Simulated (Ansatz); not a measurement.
A nudged elastic band was laid between two geometries of C2H9NSi2 (14 atoms, charge 0, multiplicity 1).

Theory: Ansatz 0.2.0, RKS B3LYP-D4/def2-SVP.

* movable images: 7
* climbing image: yes
* spring: 5.0 eV/Å²
* optimiser: quadratic models (default)
* start path: through a guess of the saddle point
* force threshold: 0.05 eV/Å
* iteration limit: 60
* end points: relaxed

First end point:

```xyz
14
Properties=species:S:1:pos:R:3
C -1.497 1.084 0.407
C -0.133 0.537 0.778
Si 0.183 -1.191 1.391
N 0.467 -0.470 -0.146
Si 1.213 -0.349 -1.699
H -2.201 0.277 0.151
H -1.925 1.665 1.240
H -1.431 1.755 -0.468
H 0.572 1.323 1.101
H 1.337 -1.512 2.271
H -0.920 -2.177 1.521
H 0.260 0.165 -2.732
H 2.391 0.577 -1.694
H 1.670 -1.714 -2.092
```

Last end point:

```xyz
14
Properties=species:S:1:pos:R:3
C -1.638 0.893 0.334
C -0.208 0.578 0.728
Si 0.353 -1.027 1.485
N 0.524 -0.411 -0.114
Si 1.248 -0.321 -1.680
H -2.220 -0.026 0.159
H -2.142 1.476 1.122
H -1.671 1.489 -0.595
H 0.380 1.481 0.970
H 1.545 -1.101 2.369
H -0.597 -2.144 1.718
H 2.260 0.781 -1.773
H 1.922 -1.626 -1.945
H 0.232 -0.071 -2.749
```

(1) What changes between the two ends?

(2) Give the energies along the band, and the barrier.

(3) What is the geometry of the highest image?

Results:

(1) No bond is made or broken. The dihedral C2–N4–Si5–H13 goes from 58 to 176°. The two ends are copies of one structure, up to a mirror image or an exchange of like atoms.

(2) The run converged. The highest image is number 4 of 0 to 8, 3.2 kJ/mol above the ends, which have the same energy within 2 meV. A vibrational analysis at the climbing image gives one clearly imaginary mode, 94i cm⁻¹: a first-order saddle point.

```csv
image,path coordinate (Å),energy (kJ/mol),dihedral C2–N4–Si5–H13 (°)
0,0.00,0.0,58
1,0.56,0.3,65
2,1.12,1.3,79
3,1.67,2.6,96
4,2.23,3.2,113
5,2.88,2.5,136
6,3.53,1.1,158
7,4.19,0.2,173
8,4.85,0.0,176
```

(3) 
```xyz
14
Properties=species:S:1:pos:R:3:forces:R:3
C -1.573 0.989 0.349 0.01 0.00 0.00
C -0.171 0.571 0.744 0.00 -0.02 0.01
Si 0.271 -1.089 1.464 -0.01 0.01 0.01
N 0.496 -0.447 -0.119 0.01 0.01 -0.01
Si 1.235 -0.371 -1.681 0.00 0.00 0.00
H -2.218 0.117 0.159 0.00 0.00 0.00
H -2.039 1.599 1.139 0.00 0.00 0.00
H -1.554 1.596 -0.575 0.00 0.00 0.00
H 0.474 1.425 1.014 0.00 0.00 0.00
H 1.453 -1.273 2.346 0.00 0.00 0.00
H -0.759 -2.140 1.669 0.00 0.00 0.00
H 0.987 0.989 -2.245 -0.01 0.00 0.00
H 2.713 -0.601 -1.620 0.00 0.00 0.00
H 0.674 -1.394 -2.616 0.00 0.00 0.00
```

Time of the run: 7.9 min on 2 threads of Arm Neoverse V1, with other jobs on the host, peak memory 0.31 GiB.
